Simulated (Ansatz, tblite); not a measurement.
Isomers of K5H6⁻ (singlet), found by a short tight-binding search and relaxed with PBE-D4/def2-SVPD in Ansatz.

The xTB rows come from tblite. Correlated methods freeze 25 core orbitals; core or outer-core shells of K are correlated, in sets that lack core-valence functions.

Run but left out: HF/STO-3G (A: restricted singlet, unstable in another Hartree–Fock run and untested here); HF/def2-SVPD, HF/def2-TZVPD (A: restricted singlet, unstable towards broken spin symmetry).

A: The restricted singlet is unstable towards broken spin symmetry in Hartree–Fock (as tested in another run); at LDA (SPW92)/def2-TZVPD, PBE-D4/def2-TZVPD, BLYP-D4/def2-TZVPD, r2SCAN-D4/def2-TZVPD and others this wasn't settled. At LDA (SPW92)/def2-TZVPD, PBE-D4/def2-TZVPD, BLYP-D4/def2-TZVPD, r2SCAN-D4/def2-TZVPD and others the highest occupied level of the charge -1 singlet lies above zero (up to 0.69 eV). The electron is either unbound and held by the finite basis, or the level is raised by self-interaction error. At CCSD(T)/def2-SVPD, MP2/def2-TZVPD the restricted singlet (for correlated methods, its reference) is unstable: a solution with broken spin symmetry lies lower. B: The restricted singlet is unstable towards broken spin symmetry in Hartree–Fock (as tested in another run); at LDA (SPW92)/def2-TZVPD, PBE-D4/def2-TZVPD, BLYP-D4/def2-TZVPD, r2SCAN-D4/def2-TZVPD and others this wasn't settled. At LDA (SPW92)/def2-TZVPD, PBE-D4/def2-TZVPD, BLYP-D4/def2-TZVPD, r2SCAN-D4/def2-TZVPD and others the highest occupied level of the charge -1 singlet lies above zero (up to 0.68 eV). The electron is either unbound and held by the finite basis, or the level is raised by self-interaction error. At CCSD(T)/def2-SVPD, MP2/def2-TZVPD the restricted singlet (for correlated methods, its reference) is unstable: a solution with broken spin symmetry lies lower.

Other spin states weren't relaxed.

A:

Cartesian coordinates in Å:
```
K 2.1052 2.2142 0.6224
K -0.0988 -0.9110 0.9884
K -1.5122 1.6310 -1.6002
K 0.0180 -2.2258 -2.6211
K 3.5012 -1.7181 -0.2113
H -3.2238 1.5066 1.1379
H -0.3901 1.7790 0.7141
H -2.4431 1.5991 1.1294
H -1.6460 -0.8855 -1.2326
H 1.2205 -2.8309 -0.4507
H 2.4691 -0.1587 1.5238
```

B:

```tsv
atom	x (Å)	y (Å)	z (Å)
K1	0.4548	-1.2074	3.7425
K2	0.0024	-1.4472	-1.3850
K3	1.5339	-4.4848	1.3285
K4	-1.9076	2.3163	-2.4213
K5	-1.0770	2.4051	1.7371
H6	-1.0119	0.1383	-3.0929
H7	1.0232	2.7467	-1.1979
H8	1.3756	-3.6217	3.6260
H9	-1.8256	3.7001	-0.3750
H10	0.4168	3.1986	-1.0022
H11	1.0154	-3.7440	-0.9598
```

C:

```xyz
11

K    -1.563    2.705   -0.932
K    -1.330    0.303    2.023
K    -1.087   -0.934   -1.973
K     1.970    1.403   -0.314
K     1.482   -2.564    0.882
H    -0.046    2.547    1.136
H     0.167    1.463   -2.368
H     3.188   -0.647    0.398
H    -0.153   -1.764    2.754
H     0.100   -3.011   -1.288
H    -2.726    0.498   -0.320
```

D:

```xyz
11

K     1.232    0.149   -4.384
K     0.072   -0.434    2.303
K     2.422   -1.072   -0.777
K    -3.078    0.844    3.685
K    -0.991    0.662   -0.822
H     3.133   -0.993   -3.282
H    -0.832    1.037   -3.415
H     1.563    0.981    0.584
H    -2.453    1.008    1.342
H    -1.163   -0.283    4.708
H     0.094   -1.901    0.058
```

E:

Cartesian coordinates in Å:
```
K -0.217 2.987 -0.712
K 2.127 -0.225 2.197
K -1.489 0.262 -2.668
K 0.833 -2.952 0.257
K -1.556 -0.088 1.147
H -2.537 1.626 -0.593
H -0.059 -1.771 2.506
H 3.208 -2.117 0.818
H 0.007 2.297 -3.186
H -0.990 -1.771 -1.147
H 0.674 1.753 1.380
```

Q: Estimate their order by electronic energy at PBE0-D4/def2-TZVPD, counted from the lowest.

A: E (0.00) < C (0.12) < A (0.17) < D (0.53) < B (0.62), in eV.

Q: Do the other levels pick the same lowest one?

A: Not GFN1-xTB, GFN2-xTB. Energies above each level's lowest (eV):

| level | A | B | C | D | E |
| --- | --- | --- | --- | --- | --- |
| GFN1-xTB | 3.17 | 3.36 | 0.00 | 0.68 | 0.12 |
| GFN2-xTB | 2.73 | 3.53 | 0.00 | 0.01 | 0.20 |
| LDA (SPW92)/def2-TZVPD | 0.11 | 0.65 | 0.10 | 0.52 | 0.00 |
| PBE-D4/def2-TZVPD | 0.07 | 0.55 | 0.11 | 0.50 | 0.00 |
| BLYP-D4/def2-TZVPD | 0.28 | 0.77 | 0.12 | 0.50 | 0.00 |
| r2SCAN-D4/def2-TZVPD | 0.27 | 0.79 | 0.13 | 0.54 | 0.00 |
| PBE0-D4/def2-TZVPD | 0.17 | 0.62 | 0.12 | 0.53 | 0.00 |
| ωB97X-V/def2-TZVPD | 0.72 | 1.00 | 0.11 | 0.53 | 0.00 |
| MP2/def2-SVPD | 0.16 | 0.57 | 0.04 | 0.48 | 0.00 |
| MP2/def2-TZVPD | 0.15 | 0.50 | 0.11 | 0.52 | 0.00 |
| CCSD/def2-SVPD | 0.22 | 0.60 | 0.03 | 0.46 | 0.00 |
| CCSD(T)/def2-SVPD | 0.14 | 0.57 | 0.03 | 0.47 | 0.00 |
Point groups (tolerance 0.1 Å): A not assigned, B not assigned, C C3v, D not assigned, E C2v. Lower isomers may exist.
